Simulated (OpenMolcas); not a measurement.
Mo5+ among 2 point charges of -2 e arranged as a linear pair (D∞h).

```
Program             : OpenMolcas 26.06
Method              : SS-CASPT2, IPEA 0.25 Eh, imaginary shift 0.1 Eh (closed shells correlated: 4s 4p)
Basis               : ANO-RCC-VTZP [7s6p4d2f1g]
Scalar Hamiltonian  : DKH2, point nucleus
Active space        : 1 electron in 5 orbitals (4d)
State averaging     : 2S+1 = 2 even, 5 roots
Spin-orbit coupling : RASSI with atomic mean-field integrals over the reference wave functions
```

All point charges move together. At R = 1.87 Å the first state of the same spin is 15590 cm-1, and at R = 2.04 Å it is 12460 cm-1.

Q: A third run gives 9490 cm-1. What distance was it run at?

A: With a power law R^-n the two known points give n = -ln(12460 / 15590) / ln(2.04 / 1.87) = 2.58. Then R = 1.87 × (15590 / 9490)^(1/2.58) = 2.267 Å. The run was at 2.26 Å, so the estimate is off by +0.007 Å.

Free-ion shares, where given, are those of the reference states; single-state CASPT2 does not remix them. This is an electrostatic model: the charges have no orbitals. No measured value stands beside these numbers.
